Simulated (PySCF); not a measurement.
A GIAO shielding run with PySCF 2.14 (density fitting, non-relativistic, gas phase) on SMILES CO[Si@H]1C[C@@](C)(F)C1, C$_{5}$H$_{11}$FOSi:

```
$ OMP_NUM_THREADS=1 python probes_run.py task.json out

{"job": {"kind": "nmr", "xc": "PBE0", "basis": "pcSseg-1"}, "charge": 0, "multiplicity": 1}
C      3.413125     0.283148    -0.027996
O      2.100152     0.755743    -0.086486
Si     0.741687     0.096571     0.485621
C     -0.750085     1.216710     0.157292
C     -1.537558     0.005476    -0.361475
C     -2.561195    -0.510941     0.630954
F     -2.211480     0.307070    -1.543146
C     -0.386963    -0.984675    -0.609604
H      3.650792    -0.081824     0.972724
H      4.078340     1.109047    -0.280123
H      3.558234    -0.529873    -0.741848
H      0.902194    -0.433744     1.842120
H     -0.591986     1.931951    -0.646203
H     -1.234612     1.734071     0.978750
H     -3.050038    -1.399022     0.235220
H     -2.065901    -0.757678     1.565070
H     -3.318391     0.248889     0.812939
H     -0.115176    -0.973285    -1.664340
H     -0.630943    -2.008384    -0.338664
```

Hardware: 1 thread of an Intel Xeon, shared host. The job also computes population analyses, field gradients, ring-centre shieldings.

(1) How large is the calculation?

(2) How long does it take, and how much memory does it need?

Answers

(1) 72 electrons, 198 basis functions and 1048 auxiliary functions.

(2) 88 s of wall time, with 13 SCF cycles and 4 response iterations; peak memory 0.88 GiB. Times on a shared host scatter by some tens of per cent.
